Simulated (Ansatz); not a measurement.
Compare A (`C=C=C(F)N[SiH3]`) with its isomer B (`F[SiH2]C1C=NC1`).

Calculated with Ansatz (gas phase, PBE0-D4/def2-TZVP geometries, no zero-point term in ΔE). CCSD(T)/CBS adds triple-zeta CCSD(T) − MP2 to the extrapolated MP2 energy (def2 sets, frozen cores). Functionals use def2-TZVPP. B3LYP here is the variant with VWN-RPA as its local correlation; programs differ in this. Each species was taken in one conformer, which may not be the lowest.

(1) Which isomer does CCSD(T)/CBS put lower? Give the gap. (Best estimate.)

(2) Give E(B) − E(A) in kJ/mol with r2SCAN-D4, ωB97M-V, PBE-D4, PBE0-D4, CCSD(T)/def2-TZVPP, B3LYP-D4, HF/def2-TZVPP. (An estimate is asked.)

Largest T1 diagnostic: 0.013.

Results:

(1) Computed: B, by 184.6 kJ/mol.

(2) Computed: r2SCAN-D4 -160.9, ωB97M-V -174.2, PBE-D4 -157.9, PBE0-D4 -171.9, CCSD(T)/def2-TZVPP -182.5, B3LYP-D4 -150.2, HF/def2-TZVPP -169.3. None reverses the order clearly.

In def2-TZVPP, CCSD(T) changes the Hartree–Fock value by −13.2 kJ/mol (the triples alone add +1.0 kJ/mol) and MP2 by −27.0 kJ/mol. From PBE to PBE0 (25 % exact exchange), in def2-TZVPP and without D4, E(B) − E(A) moves by −14.4 kJ/mol.
